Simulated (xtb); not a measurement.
CrO3, SMILES [O]=[Cr](=[O])=[O], multiplicity 1. All values are semi-empirical tight-binding results from xtb (GFN2-xTB unless named), good for trends rather than for accurate numbers. Geometry optimised at GFN2-xTB. The spin state was assumed, not searched. The isomer is the one that the SMILES or the coordinates give; other isomers of the formula were not compared.

Optimised geometry:

```xyz
4

Cr     0.0000     0.0000    -0.2256
O      1.2915    -0.7457     0.2256
O     -1.2915    -0.7457     0.2256
O      0.0000     1.4913     0.2256
```

For metal compounds this method's bond lengths and energies can be far off.

Problem. Estimate the properties. (An estimate is asked for; the answer gives what the named calculation found.)

Solution. 
| Property | Value |
|---|---|
| point group as xtb finds it | C3v |
| orbital gap | 0.39 eV |
| zero-point energy | 5.4 kcal/mol |
| G − E(el) at 298.15 K (modified RRHO) | -11.1 kcal/mol |

Problem. Give the atomic charges and the Wiberg bond orders between heavy atoms. (The exact figures need the calculation; the answer reports its results.)

Solution. charges (e) Cr1 0.90, O2 -0.30, O3 -0.30, O4 -0.30. Bond orders Cr1–O2 2.18, Cr1–O3 2.18, Cr1–O4 2.18.
